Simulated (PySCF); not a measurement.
C3H8OSi, SMILES O[SiH]1CCC1.

Geometry optimised at PBE-D3(BJ)/def2-SVP. Other conformers were not sampled.

Vertical ionisation energy (IE) and electron affinity (EA) in eV. Rows of orbital energies are one-electron estimates. Where ΔSCF, EOM or ADC give a negative EA the extra electron is unbound and the value depends on the basis.

```tsv
level	IE	EA
−ε(HOMO), −ε(LUMO), M06-2X/def2-TZVP (PySCF)	8.96	-1.12
−ε(HOMO), −ε(LUMO), PBE/def2-TZVP (PySCF)	___	___
```

Fill in the missing entries. (The exact figures need the calculation; the answer reports its results.)


- −ε(HOMO), −ε(LUMO), PBE/def2-TZVP (PySCF), IE: 6.44
- −ε(HOMO), −ε(LUMO), PBE/def2-TZVP (PySCF), EA: 0.40
